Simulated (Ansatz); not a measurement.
Born–Oppenheimer molecular dynamics of ClFGe2H6 (10 atoms, charge 0, multiplicity 1). It starts at the highest image of a converged band. Of that band: Neighbouring images differ by up to 1.7 eV, so the band resolves the path poorly. A vibrational analysis at the climbing image gives 2 clearly imaginary modes (1093i, 87i cm⁻¹): a point of higher order. A lower path may pass nearby, or the ends, which weren't checked, may share the extra mode.

Computed with RKS PBE0-D4/def2-mTZVP (Ansatz 0.2.0).

```json
{
  "ensemble": "NVE (velocity Verlet)",
  "time step": "0.5 fs",
  "steps asked": "200",
  "starting velocities drawn for": "100 K",
  "seed": "7985"
}
```

First frame:

```xyz
10
Properties=species:S:1:pos:R:3
Ge -0.281 -0.028 -0.017
F -0.328 -0.756 1.901
H 1.175 0.386 0.186
Cl -0.923 1.486 -1.510
Ge -1.167 -2.105 -0.899
H -1.744 -2.929 0.255
H -2.230 -1.763 -1.947
H 0.013 -2.838 -1.554
H -1.364 0.945 1.088
H -1.060 0.313 1.671
```

**Question.** How far do the bonds stretch over the last three quarters of this one trajectory? (Pairs bonded in most of those frames.)

**Answer.** 
```
   bond  mean (Å)  spread (Å)  shortest  longest
 Ge1–F2     1.779       0.123      1.62     1.98
 Ge1–H3     1.535       0.010      1.52     1.55
Ge1–Cl4     2.198       0.043      2.15     2.27
Ge1–Ge5     2.402       0.028      2.37     2.47
 Ge5–H6     1.533       0.006      1.52     1.54
 Ge5–H7     1.535       0.034      1.48     1.58
 Ge5–H8     1.539       0.031      1.49     1.59
 H9–H10     0.746       0.009      0.73     0.76
```

Mean temperature of the second half: 1459 K. The conserved energy stayed within 0.046 meV per atom of its start (net change -0.023 meV per atom), so the integration is sound. The kinetic energy rose, since the run started high on the potential surface and went downhill. It ends in pieces (ClFGe2H4 + H2), so much of that is their flight and rotation, not heat. A run of 0.1 ps of so small a system gives no equilibrium averages. The orbitals stay closed-shell, which can raise the energy where a bond breaks towards radicals; this wasn't checked here.

Run time: 5.1 min on 4 threads of Intel(R) Xeon(R) 6975P-C (Granite Rapids) (shared host), peak memory 0.39 GiB.
